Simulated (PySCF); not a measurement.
## Niobium: highly charged ions in a basis for the neutral atom

Nb¹⁰⁺ [Ar] 3d10 4s2 4p1, Nb¹¹⁺ [Ar] 3d10 4s2. All numbers are calculated (PySCF 2.14, a scalar-relativistic core potential, in cc-pVDZ-PP with ECP28MDF (4s4p3d1f, 38 functions)). No spin-orbit coupling, so a gap to NIST mixes the basis error with missing relativistic terms.

Changed run: basis of the neutral atom used for a highly charged ion. This setting is unsound on purpose.

```json
{"species": "Nb¹⁰⁺", "method": "UHF", "sound run (hartree)": "not run", "changed run (hartree)": "-25.80572", "converged": "yes"}
{"species": "Nb¹⁰⁺", "method": "PBE0", "sound run (hartree)": "not run", "changed run (hartree)": "-25.92184", "converged": "yes"}
{"species": "Nb¹⁰⁺", "method": "MN15", "sound run (hartree)": "not run", "changed run (hartree)": "-25.90297", "converged": "yes"}
{"species": "Nb¹¹⁺", "method": "UHF", "sound run (hartree)": "not run", "changed run (hartree)": "-18.58442", "converged": "yes"}
{"species": "Nb¹¹⁺", "method": "PBE0", "sound run (hartree)": "not run", "changed run (hartree)": "-18.67124", "converged": "yes"}
{"species": "Nb¹¹⁺", "method": "MN15", "sound run (hartree)": "not run", "changed run (hartree)": "-18.70965", "converged": "yes"}
```

Ionisation energy of Nb¹⁰⁺:

```tsv
method	changed run (eV)	NIST (eV)
UHF	196.50	200.28 ± 0.06
PBE0	197.30	200.28 ± 0.06
MN15	195.74	200.28 ± 0.06
```

The contracted functions were made for the neutral atom and can be too rigid for a highly charged ion.
